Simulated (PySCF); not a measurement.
C3H5BF2S.
Numbering: `[CH2:1]=[C:2]([S:3][CH3:4])[B:5]([F:6])[F:7]` (hydrogens: H8, H9 on C1; H10, H11, H12 on C4)

Cartesian coordinates in Å at the PBE0-D3(BJ)/def2-SVP level; atoms count from 1:
```xyz
12
C3H5BF2S angstrom
C     -0.0297   -1.3229    0.1703
C     -0.6749   -0.1507    0.0109
S      0.0480    1.4301   -0.2039
C      1.8048    1.0649   -0.1290
B     -2.2317   -0.1430    0.0059
F     -2.9177    0.9632   -0.1942
F     -2.9194   -1.2509    0.2018
H     -0.6125   -2.2386    0.2971
H      1.0584   -1.4214    0.1791
H      2.1117    0.4000   -0.9507
H      2.3259    2.0259   -0.2331
H      2.0768    0.6130    0.8371
```

Jobs on this species (12 atoms, 62 electrons) with PySCF (density fitting). Hardware of each: one thread, Arm Neoverse V1 (aarch64) (shared host). Other jobs ran on the host; a repeat could differ by tens of per cent or more. Peak memory is the resident size of the whole Python process, interpreter and libraries included.

Question: Rank these jobs by wall time, shortest first.
A. PBE0/def2-SVP; shieldings, charges and field gradients; 127 basis functions
B. PBE0/cc-pVTZ; shieldings, charges and field gradients; 284 basis functions
C. PBE0/STO-3G; shieldings, charges and field gradients; 44 basis functions
D. LC-wPBE/pcSseg-1; shieldings; 151 basis functions

Answer: C (3.9 s), A (12 s), D (26 s), B (43 s).

All jobs:

| level and settings | work | basis functions | SCF cycles | wall time | peak memory |
| --- | --- | --- | --- | --- | --- |
| PBE0/STO-3G | shieldings, charges and field gradients | 44 | 13 | 3.9 s | 0.39 GiB |
| PBE0/6-31G | shieldings, charges and field gradients | 77 | 13 | 7.6 s | 0.48 GiB |
| PBE0/def2-SVP | shieldings, charges and field gradients | 127 | 14 | 12 s | 0.64 GiB |
| mPW1PW91/pcSseg-1 | shieldings | 151 | 14 | 14 s | 0.82 GiB |
| LC-wPBE/pcSseg-1 | shieldings | 151 | 14 | 26 s | 0.78 GiB |
| PBE0/def2-TZVP | shieldings, charges and field gradients | 253 | 14 | 36 s | 1.1 GiB |
| PBE0/cc-pVTZ | shieldings, charges and field gradients | 284 | 14 | 43 s | 1.1 GiB |
| PBE0/IGLO-III | shieldings, charges and field gradients | 304 | 14 | 45 s | 1.2 GiB |
| BHandHLYP/def2-SVPD | 10 singlets by full TDDFT, 4 Tamm–Dancoff triplets, polarisability, ΔSCF ions | 193 | 13 | 52 s | 0.83 GiB |

Q: What do all jobs in the table cost together?

A: About 4.0 min; the longest takes about 22 % of that, and about 13 times as long as the shortest.
